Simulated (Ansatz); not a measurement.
Cartesian coordinates (Å):
SMILES: [S]C=O
```xyz
4

O     -0.8932    -0.9525    -0.0131
C     -0.1605    -0.0086     0.0455
S      1.5180    -0.0249    -0.4613
H     -0.4644     0.9859     0.4289
```
Charge 0, spin multiplicity 2.

Computed with frozen-core CCSD(T)/cc-pVTZ // PBE0-D3(BJ)/def2-TZVP in Ansatz (a program for electronic structure).

* **HF energy**: -510.86727 Ha
* **MP2 correlation energy**: -0.52802 Ha

### Question
Estimate the CCSD correlation energy, the (T) correction, the total energy and the T1 diagnostic.

### Answer

| Quantity | Result |
|---|---|
| CCSD correlation energy | -0.54906 Ha |
| (T) correction | -0.02598 Ha |
| CCSD(T) total energy | -511.44231 Ha |
| T1 diagnostic | 0.019 |
